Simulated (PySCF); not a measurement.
## How methods differ on the ionisation energy of Pb

Pb [Xe] 4f14 5d10 6s2 6p2 [6p1/2^2, M_J = 0] → Pb⁺ [Xe] 4f14 5d10 6s2 6p1 [6p1/2^1, M_J = 1/2], as a difference of total energies. Computed with PySCF 2.14 in x2c-TZVPall-2c, with the two-component X2C-1e Hamiltonian. Correlated levels: [Kr] 4d10 4f14 frozen; the 24 highest virtual spinors dropped. "Screened" scales the spin-orbit matrix elements by Boettger's factors to mimic the two-electron term; Breit and QED terms are absent.

Problem. Order these methods by the ionisation energy they give, lowest first.
A. GHF (screened spin-orbit)
B. GHF (spin-free)
C. GMP2 (screened spin-orbit)
D. GMP2 (spin-free)

Solution. A (6.459 eV), B (6.521 eV), D (6.983 eV), C (7.140 eV).

The spin-free rows relax to the high-spin LS determinant and lack the spin-orbit shift.

Errors of the correlated levels include the incompleteness of this basis and the frozen core.

The labels give the starting determinants; with spin-orbit coupling the two ends relaxed to ⟨J²⟩ = 0.00, ⟨L²⟩ = 1.52, ⟨S²⟩ = 1.52 and ⟨J²⟩ = 0.76, ⟨L²⟩ = 2.21, ⟨S²⟩ = 0.95.

For comparison: 7.417 eV (measured; NIST Atomic Spectra Database, ionization energies).
